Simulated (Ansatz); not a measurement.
Species: InI, charge 0, singlet. InI (SMILES [In][I]).
B3LYP-D3(BJ)/def2-TZVP minimum from Ansatz (a first-principles code):
```
In
I 1 2.8039
```

Quantity: atomisation energy (electronic, to ground-state atoms), in kcal/mol. UHF or UKS for unpaired electrons; spin-orbit terms are left out. Cores are frozen in correlated methods (noble-gas shells, and filled d and f shells in the p block). Past Kr the def2 sets carry scalar-relativistic core potentials. CBS(X,Y): correlation extrapolated as X^-3, Hartree-Fock from the larger set. A bracket is a step between two methods taken in the basis named. For partners of very few electrons the exact lower level stands in for a higher one. Spin-orbit terms, left out, reach several kcal/mol for Br and I, and more for heavier atoms.

CCSD(T)/CBS(def2-TZVPP,def2-QZVPP) + [CCSDT(Q) - CCSD(T)]/def2-QZVPP + [CCSDTQ - CCSDT(Q)]/def2-SVP (Ansatz) gives 85.2 kcal/mol.

Question: What does PBE/def2-TZVPD (Ansatz) give here, and how do the other levels compare?

Answer: PBE gives 86.6 kcal/mol, 1.4 kcal/mol above it. Differences of the others: r2SCAN/def2-TZVPD (Ansatz) 0.6; B3LYP/def2-TZVPD (Ansatz) -3.0; PBE0/def2-TZVPD (Ansatz) -0.7; B2PLYP/def2-TZVPD (Ansatz) -2.7; CCSD(T)/CBS(def2-TZVPP,def2-QZVPP) (Ansatz) 0.0 kcal/mol.
